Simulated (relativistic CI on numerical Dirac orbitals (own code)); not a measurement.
## What each ingredient does to the levels of V16+

Base calculation: Dirac-Coulomb-Breit CI, orbitals from a KLI potential per configuration, a model potential for QED, unscaled Slater integrals.

CI space (outside the closed core 1s2): 2s²2p³, 2s2p⁴, 2p⁵, 2p⁴3s, 2p⁴3p, 2p⁴3d, 2s²2p²3s, 2s²2p²3p, 2s²2p²3d, 2s2p³3s, 2s2p³3p, 2s2p³3d, 2s²2p²4s, 2s²2p²4p, 2s²2p²4d, 2s²2p²4f. Levels of other configurations are missing.

Variants: (1) QED terms removed; (2) one mean potential for all configurations. Shifts of the energy above 2s²2p³ ⁴S°3/2, in eV, for the lowest level and the first level of each name with at least 55 % of one term (blank where a level changes its place among those of its configuration and J or its character, or is not in the variant):

| Level | Base | Δ(1) | Δ(2) |
| --- | --- | --- | --- |
| 2s²2p³ ⁴S°3/2 | 0.000 | 0.000 | 0.000 |
| 2s²2p³ ²D°3/2 | 15.471 | +0.004 | -0.015 |
| 2s²2p³ ²D°5/2 | 17.904 | -0.006 | -0.011 |
| 2s²2p³ ²P°1/2 | 26.541 | +0.003 | -0.013 |
| 2s²2p³ ²P°3/2 | 30.156 | -0.013 | -0.005 |
| 2s2p⁴ ⁴P5/2 | 77.975 | +0.277 | -0.019 |
| 2s2p⁴ ⁴P3/2 | 82.752 | +0.265 | -0.019 |
| 2s2p⁴ ⁴P1/2 | 84.680 | +0.262 | -0.019 |
| 2s2p⁴ ²D3/2 | 108.716 | +0.272 | -0.013 |
| 2s2p⁴ ²D5/2 | 109.421 | +0.268 | -0.013 |
| 2s2p⁴ ²S1/2 | 125.413 | +0.274 | -0.028 |
| 2s2p⁴ ²P3/2 | 130.733 | +0.274 | -0.018 |
| 2s2p⁴ ²P1/2 | 137.394 | +0.256 | -0.020 |
| 2p⁵ ²P°3/2 | 205.724 | +0.541 | +0.048 |
| 2p⁵ ²P°1/2 | 213.344 | +0.523 | +0.040 |
| 2s²2p²3s ⁴P1/2 | 660.071 | -0.065 | +1.519 |
| 2s²2p²3s ⁴P3/2 | 664.182 | -0.079 | +1.580 |
| 2s²2p²3s ⁴P5/2 | 667.727 | -0.085 | +1.587 |
| 2s²2p²3s ²P1/2 | 667.921 | -0.077 | +1.733 |
| 2s²2p²3s ²P3/2 | 671.818 | -0.083 | +1.707 |
| 2s²2p²3s ²D5/2 | 680.757 | -0.091 | +1.446 |
| 2s²2p²3s ²D3/2 | 681.387 | -0.093 | +1.508 |

At this charge energies of transitions that change n are usually good to better than 1 %, and those within a shell (Δn = 0) to a few per cent.

Ionisation energy from the two ground configurations alone: base 1164.99 eV. The NIST ASD value (semi-empirical) is 1165.2 eV.

LS names give the leading component of a level, which can be under half, so a name can repeat, a term be missing and a line seem to break the LS rules.
